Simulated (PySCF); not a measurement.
PySCF input for H8N2Si3, SMILES N[SiH]1[SiH2]N[SiH2]1, PBE-D3(BJ)/def2-SVP. The structure is a stationary point at PBE-D3(BJ)/def2-SVP. The structure was generated by enumeration, and PubChem lists no compound with its InChIKey, so it may never have been made. One conformer was computed; it need not be the lowest.

```python
import numpy as np
from pyscf import gto, scf, dft, df
from pyscf.hessian import thermo

mol = gto.M(
    atom='''
    N     2.35949791   -0.00050728    1.05802663
    Si    1.07297980   -0.42238744   -0.05069379
    Si   -1.07320838   -0.87203502    0.84335722
    N    -1.70412757    0.28249579   -0.33974995
    Si   -0.37527282    1.10069702   -1.18315283
    H     2.16680077    0.71980368    1.75963475
    H     3.29608334    0.13795894    0.66761579
    H     1.62261272   -1.48625227   -0.96420466
    H    -1.67111203   -2.25299796    0.70056374
    H    -1.28490491   -0.46948760    2.28753239
    H    -2.69893312    0.47546071   -0.49196795
    H    -0.23545744    2.56771553   -0.83226460
    H    -0.52566222    1.04603526   -2.68799449
    ''',
    basis='def2-SVP',
    charge=0,
    spin=0,
    max_memory=1600,
    verbose=3,
)
mf = dft.RKS(mol, xc='pbe').density_fit(auxbasis='def2-universal-jkfit')
mf.disp = 'd3bj'
mf.grids.level = 3
mf.conv_tol = 1e-11
mf.max_cycle = 100
mf.kernel()

# [left out here: the lines that compute and print the analytic Hessian (its translational invariance restored by hand, since the grid's response is missing), thermochemistry and intensities]
```

It prints:

```
converged SCF energy = -981.9054859937

WARN: DFTD3 does not support analytical Hessian, using finite difference


WARN: Mole.unit (angstrom) is changed to Bohr

Mode                                 0                   1                   2
Irrep
Freq [cm^-1]                       74.8963            135.4817            161.6868
Reduced mass [au]                   2.8819              2.1373              2.6207
Force const [Dyne/A]                0.0095              0.0231              0.0404
Char temp [K]                     107.7590            194.9280            232.6313
Normal mode                   x     y     z       x     y     z       x     y     z
       0   N                -0.07  0.05  0.04    0.07  0.08 -0.07    0.06 -0.11  0.04
       1  Si                 0.01 -0.03 -0.03   -0.01 -0.00  0.06    0.01  0.08  0.04
       2  Si                 0.02 -0.03 -0.02   -0.06 -0.04 -0.03    0.01 -0.01 -0.01
       3   N                 0.01  0.12  0.12    0.00  0.05  0.03   -0.01  0.03  0.04
       4  Si                 0.01 -0.03 -0.03    0.03 -0.01  0.01   -0.04 -0.01 -0.05
       5   H                -0.20 -0.00  0.07    0.24  0.30 -0.26    0.15 -0.18  0.13
       6   H                -0.08  0.20  0.08    0.09 -0.24 -0.13    0.07 -0.17  0.03
       7   H                 0.11 -0.01  0.00   -0.03 -0.05  0.10   -0.05  0.10 -0.03
       8   H                -0.01 -0.00 -0.14   -0.01 -0.05 -0.20    0.09 -0.03 -0.12
       9   H                 0.06 -0.17  0.02   -0.19 -0.18 -0.01   -0.08 -0.11  0.00
      10   H                 0.02  0.20  0.21    0.01  0.04 -0.01   -0.02 -0.06 -0.03
      11   H                 0.09 -0.01 -0.16    0.05 -0.00 -0.04   -0.17  0.06 -0.28
      12   H                -0.08 -0.14 -0.02    0.04 -0.06  0.01    0.01 -0.26 -0.05
Mode                                 3                   4                   5
Irrep
Freq [cm^-1]                      238.4236            325.7253            376.4519
Reduced mass [au]                   1.2890              6.9956              2.5650
Force const [Dyne/A]                0.0432              0.4373              0.2142
Char temp [K]                     343.0385            468.6463            541.6305
Normal mode                   x     y     z       x     y     z       x     y     z
       0   N                -0.08 -0.01  0.06    0.07  0.00  0.04    0.02 -0.02  0.03
       1  Si                 0.01  0.00 -0.03    0.08 -0.03  0.01   -0.02 -0.07  0.06
       2  Si                 0.04 -0.00  0.01   -0.01  0.05 -0.07    0.06  0.02 -0.02
       3   N                 0.01 -0.01  0.01   -0.11  0.03 -0.01    0.01  0.00 -0.00
       4  Si                -0.02  0.02 -0.02   -0.06 -0.05  0.04   -0.05  0.06 -0.05
       5   H                 0.11  0.34 -0.25    0.06  0.04  0.00   -0.03  0.13 -0.12
       6   H                 0.10 -0.67  0.26    0.06 -0.00  0.03   -0.07  0.17 -0.14
       7   H                 0.11 -0.01  0.05    0.13 -0.02  0.04   -0.11 -0.22  0.19
       8   H                -0.04  0.02  0.07   -0.04  0.06  0.00    0.23 -0.05 -0.13
       9   H                 0.12  0.05  0.01    0.08  0.09 -0.06   -0.07 -0.08 -0.01
      10   H                 0.01  0.02  0.05   -0.10  0.11  0.07   -0.00 -0.05  0.02
      11   H                 0.01  0.00  0.03    0.02 -0.07  0.11    0.02  0.02  0.08
      12   H                -0.07  0.06 -0.01   -0.06  0.03  0.04   -0.21  0.22 -0.04
Mode                                 6                   7                   8
Irrep
Freq [cm^-1]                      403.7051            420.2680            440.5836
Reduced mass [au]                   3.1962              1.2405              1.2451
Force const [Dyne/A]                0.3069              0.1291              0.1424
Char temp [K]                     580.8418            604.6720            633.9017
Normal mode                   x     y     z       x     y     z       x     y     z
       0   N                 0.05  0.03  0.01    0.01 -0.01  0.01   -0.01  0.04 -0.02
       1  Si                 0.06 -0.03  0.01   -0.03 -0.04  0.04    0.03 -0.05 -0.01
       2  Si                -0.08 -0.05  0.04    0.02 -0.01 -0.03   -0.00  0.02  0.00
       3   N                 0.05 -0.02 -0.00   -0.00 -0.00 -0.01    0.00  0.03  0.03
       4  Si                -0.03  0.06 -0.06   -0.00  0.04  0.02   -0.01  0.03  0.02
       5   H                 0.04 -0.11  0.14    0.01  0.19 -0.19   -0.07 -0.05  0.05
       6   H                 0.08  0.01  0.08   -0.09  0.12 -0.20    0.06 -0.05  0.15
       7   H                 0.21  0.06 -0.02    0.06  0.15 -0.13   -0.01 -0.03 -0.05
       8   H                -0.29  0.04  0.14   -0.23  0.08  0.20   -0.09  0.06 -0.10
       9   H                 0.03  0.06  0.03    0.38  0.16 -0.02    0.04 -0.08  0.04
      10   H                 0.05  0.10  0.12   -0.00  0.05  0.08   -0.02 -0.58 -0.56
      11   H                -0.07  0.05 -0.01   -0.30  0.13 -0.27   -0.05  0.07 -0.17
[...]
       1  Si                -0.00 -0.00  0.00   -0.01 -0.00 -0.00   -0.00 -0.00  0.00
       2  Si                 0.01  0.01 -0.02   -0.01  0.02 -0.03    0.01  0.01 -0.01
       3   N                -0.00  0.01 -0.01    0.04 -0.01  0.01   -0.03 -0.10  0.10
       4  Si                 0.00  0.02 -0.02   -0.02 -0.02  0.02   -0.00  0.01 -0.01
       5   H                -0.02  0.00 -0.01   -0.01  0.00 -0.00   -0.01 -0.00 -0.00
       6   H                 0.01  0.01  0.01    0.01  0.01  0.01    0.00  0.00  0.00
       7   H                 0.02  0.02 -0.01    0.02 -0.00  0.01    0.01  0.02 -0.02
       8   H                -0.08 -0.01  0.46    0.00 -0.04  0.49   -0.06  0.05 -0.06
       9   H                -0.18 -0.42  0.09   -0.09 -0.47  0.11   -0.06  0.05 -0.03
      10   H                 0.02  0.07 -0.07    0.04 -0.02  0.00    0.19  0.54 -0.56
      11   H                -0.02 -0.12  0.49    0.10  0.08 -0.43    0.08  0.01 -0.03
      12   H                -0.10 -0.49  0.03    0.17  0.42 -0.02    0.10  0.03 -0.02
Mode                                24                  25                  26
Irrep
Freq [cm^-1]                     1494.7681           2096.2637           2102.2196
Reduced mass [au]                   1.1075              1.0381              1.0464
Force const [Dyne/A]                1.4580              2.6876              2.7247
Char temp [K]                    2150.6385           3016.0568           3024.6260
Normal mode                   x     y     z       x     y     z       x     y     z
       0   N                 0.06  0.04  0.04    0.00  0.00  0.00   -0.00 -0.00 -0.00
       1  Si                -0.00  0.00 -0.00   -0.00  0.00 -0.00    0.00 -0.00 -0.00
       2  Si                 0.00  0.00  0.00   -0.00  0.00  0.01   -0.00  0.01  0.03
       3   N                 0.00 -0.00 -0.00    0.00 -0.00  0.00   -0.00 -0.00 -0.00
       4  Si                 0.00 -0.00  0.00   -0.00 -0.03 -0.01    0.00  0.01  0.02
       5   H                -0.65 -0.19  0.05   -0.00 -0.00  0.00   -0.00 -0.00 -0.00
       6   H                -0.10 -0.46 -0.47    0.00 -0.00 -0.00   -0.00 -0.00 -0.00
       7   H                 0.01 -0.01  0.01    0.00 -0.01 -0.00   -0.02  0.04  0.03
       8   H                 0.00  0.00 -0.00    0.03  0.09  0.02   -0.04 -0.07  0.00
       9   H                 0.00  0.00  0.00    0.06 -0.12 -0.40    0.11 -0.22 -0.75
      10   H                -0.00 -0.00  0.00   -0.00 -0.00  0.00   -0.00  0.00  0.00
      11   H                -0.00 -0.00 -0.00    0.08  0.85  0.21   -0.03 -0.39 -0.09
      12   H                -0.00  0.00  0.00   -0.00 -0.02 -0.07   -0.04 -0.02 -0.40
Mode                                27                  28                  29
Irrep
Freq [cm^-1]                     2108.7845           2118.9219           2150.3382
Reduced mass [au]                   1.0412              1.0380              1.0417
Force const [Dyne/A]                2.7280              2.7458              2.8379
Char temp [K]                    3034.0714           3048.6569           3093.8579
Normal mode                   x     y     z       x     y     z       x     y     z
       0   N                -0.00  0.00 -0.00   -0.00  0.00 -0.00    0.00  0.00 -0.00
       1  Si                -0.00  0.00  0.00   -0.00  0.00  0.00    0.01 -0.02 -0.02
       2  Si                 0.00  0.01  0.01   -0.01 -0.03  0.00   -0.00 -0.00 -0.00
       3   N                -0.00  0.00 -0.00   -0.00  0.00  0.00    0.00  0.00  0.00
       4  Si                -0.00  0.00 -0.03    0.00  0.00 -0.01   -0.00 -0.00 -0.00
       5   H                -0.00 -0.00  0.00    0.00  0.00 -0.00   -0.01 -0.01 -0.00
       6   H                -0.00 -0.00 -0.00   -0.00 -0.00  0.00    0.00 -0.00 -0.00
       7   H                 0.02 -0.04 -0.03    0.04 -0.08 -0.07   -0.35  0.68  0.59
       8   H                -0.10 -0.22 -0.02    0.36  0.86  0.10    0.04  0.10  0.01
       9   H                 0.06 -0.10 -0.36    0.00 -0.05 -0.12   -0.00  0.00  0.00
      10   H                -0.00  0.00 -0.00   -0.00 -0.00  0.00    0.00 -0.00 -0.00
      11   H                -0.02 -0.08 -0.04   -0.02 -0.15 -0.04    0.00  0.00  0.00
      12   H                 0.08  0.04  0.86    0.02  0.01  0.19    0.01  0.00  0.09
Mode                                30                  31                  32
Irrep
Freq [cm^-1]                     3475.2420           3503.9965           3571.1815
Reduced mass [au]                   1.0499              1.0759              1.0951
Force const [Dyne/A]                7.4705              7.7832              8.2288
Char temp [K]                    5000.0994           5041.4709           5138.1350
Normal mode                   x     y     z       x     y     z       x     y     z
       0   N                 0.04  0.04  0.02    0.00  0.00  0.00   -0.05  0.03  0.05
       1  Si                -0.00  0.00 -0.00    0.00 -0.00  0.00   -0.00  0.00  0.00
       2  Si                -0.00  0.00  0.00    0.00  0.00 -0.00    0.00 -0.00 -0.00
       3   N                -0.00  0.00  0.00    0.07 -0.01  0.01   -0.00  0.00 -0.00
       4  Si                 0.00 -0.00 -0.00   -0.00 -0.00  0.00   -0.00 -0.00  0.00
       5   H                 0.14 -0.46 -0.47    0.00 -0.00 -0.00    0.12 -0.48 -0.48
       6   H                -0.64 -0.07  0.27   -0.00 -0.00  0.00    0.60  0.09 -0.24
       7   H                 0.00 -0.00 -0.00    0.00  0.00  0.00    0.00 -0.00 -0.00
       8   H                -0.00 -0.00  0.00   -0.00  0.00 -0.00   -0.00  0.00  0.00
       9   H                -0.00 -0.00  0.00   -0.00  0.00 -0.00    0.00  0.00  0.00
      10   H                 0.00 -0.00  0.00   -0.93  0.18 -0.14    0.00 -0.00  0.00
      11   H                -0.00  0.00  0.00   -0.00 -0.00  0.00    0.00  0.00  0.00
      12   H                -0.00  0.00 -0.00   -0.00 -0.00  0.00    0.00  0.00  0.00
temperature 298.1500 [K]
pressure 101325.00 [Pa]
Rotational constants [GHz] 3.11376 2.02845 1.36730
Symmetry number 1
Zero-point energy (ZPE) 0.08316 [Eh]   218335.923 [J/mol]
                           tot       elec      trans        rot        vib
Entropy [J/mol/K]       373.045      0.000    168.488    117.199     87.357
Cv [J/mol/K]            136.195      0.000     12.472     12.472    111.252
Cp [J/mol/K]            144.510      0.000     20.786     12.472    111.252
Internal energy [J/mol]                      3718.434   3718.434 233649.621
Internal energy [Eh]   -981.81366  -981.90549
Enthalpy [J/mol]                             6197.391   3718.434 233649.621
Enthalpy [Eh]          -981.81272
Gibbs free energy [J/mol]                  -44037.454 -31224.571 207604.212
Gibbs free energy [Eh] -981.85508
mode   freq/cm-1   IR/(km/mol)
   1       74.90         2.601
   2      135.48         4.835
   3      161.69         2.960
   4      238.42        28.770
   5      325.73         0.615
   6      376.45        14.861
   7      403.71         9.780
   8      420.27        15.179
   9      440.58        61.422
  10      441.93       159.318
  11      472.77        48.669
  12      597.81         8.766
  13      658.49        44.786
  14      664.95         3.004
  15      676.33        22.814
  16      681.89        21.378
  17      726.54        31.309
  18      823.21       186.451
  19      830.35       102.914
  20      857.46       196.451
  21      894.98        14.794
  22      934.19       235.156
  23      969.22        11.355
  24     1073.84        77.782
  25     1494.77        30.017
  26     2096.26       194.947
  27     2102.22       267.909
  28     2108.78        80.433
  29     2118.92        95.908
  30     2150.34       112.638
  31     3475.24        27.975
  32     3504.00        21.885
  33     3571.18        22.562
max |gradient| / (hartree/bohr): 4.1594093214974065e-05
APT charges: [-0.7401  0.8076  0.8681 -0.9321  0.8271  0.1742  0.1701 -0.2268 -0.2708
 -0.2835  0.1744 -0.2858 -0.2824]
```

The run converged.
